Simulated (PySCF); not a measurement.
**Molecular orbitals of Ge2**

PBEsol at R = 2.387 Å; PySCF, no relativity, basis sets Ge def2-TZVPP. State: ³Σg⁻ (triplet), unpaired electrons π ↑↑. Only the outer orbitals are listed.

```tsv
spin	orbital	occ.	ε (eV)	main shells (%)
α	σg	1	-13.39	91 s, 9 p
α	σu	1	-9.95	94 s
α	πu	1	-5.41	96 p
α	πu	1	-5.41	96 p
α	σg	1	-4.95	89 p, 10 s
α	πg	0	-2.86	99 p
α	πg	0	-2.86	99 p
β	σg	1	-12.53	92 s
β	σu	1	-9.26	90 s, 9 p
β	σg	1	-4.58	90 p, 9 s
β	πu	0	-4.27	98 p
β	πu	0	-4.27	98 p
β	πg	0	-1.93	96 p
```

Q: Which are the highest filled and the lowest empty level, where do they sit, and how wide is the gap?

A: Highest filled β σg at -4.58 eV (in %: 90 p, 9 s); lowest empty β πu at -4.27 eV (in %: 98 p); the gap at PBEsol is 0.31 eV.

| Item | Value |
| --- | --- |
| bond order (Mayer) | 1.97 |
| ⟨S²⟩ | 2.003 |

Spin–orbit coupling is left out. The state is the lowest determinant that a PBE0 search found; another state may lie lower at other levels.
